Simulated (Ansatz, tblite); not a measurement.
Cost and result up the ladder for the cluster As6P2 (the lowest singlet isomer of a short search) (8 atoms). The state is a singlet with charge 0. Geometry: PBE-D4/def2-SVP.

```xyz
8

P     1.187   -0.143    1.487
P    -2.067   -0.203    0.386
As    1.410   -0.066   -2.286
As   -1.123    1.834   -0.278
As    1.356    1.368   -0.307
As   -0.909    1.024    2.079
As   -0.268   -1.784    0.628
As    0.414   -2.030   -1.709
```

Ansatz on 4 threads of Arm Neoverse V1 on a shared host; xTB runs through tblite on one thread. Times are rough, summed over both states, and most runs start from the orbitals of an earlier one. No level here is sound enough to serve as a yardstick. The other state is a quintet at its own geometry, which has other bonds, so the gap mixes isomer and spin.

The xTB rows come from tblite. Correlated methods freeze 64 core orbitals; core or outer-core shells of As are correlated, in sets that lack core-valence functions. The structure comes from a short search, and lower isomers may exist.

Run but left out: HF/STO-3G (singlet: restricted singlet, unstable in another Hartree–Fock run and untested here); HF/def2-SVP (singlet: restricted singlet, unstable towards broken spin symmetry).

Correlated methods converge slowly with the basis, most of all in double-zeta sets.

xTB has no spin-polarisation term.

| level | functions | quintet − singlet (eV) | remarks |
| --- | --- | --- | --- |
| MP2/def2-SVP | 228 | 3.61 | restricted SCF unstable (singlet) |
| PBE0-D4/def2-SVP | 228 | 2.77 | restricted SCF unstable in HF (singlet) |
| GFN1-xTB | 72 | 3.47 | – |
| GFN2-xTB | 72 | 3.24 | – |
| PBE-D4/def2-SVP | 228 | 2.77 | restricted SCF unstable in HF (singlet) |

Question: Estimate how long each takes.

Answer: GFN1-xTB 0.036 s; GFN2-xTB 0.04 s; PBE-D4/def2-SVP 19 s; PBE0-D4/def2-SVP 54 s; MP2/def2-SVP 76 s. On shared hardware such times vary by a factor of up to 3.
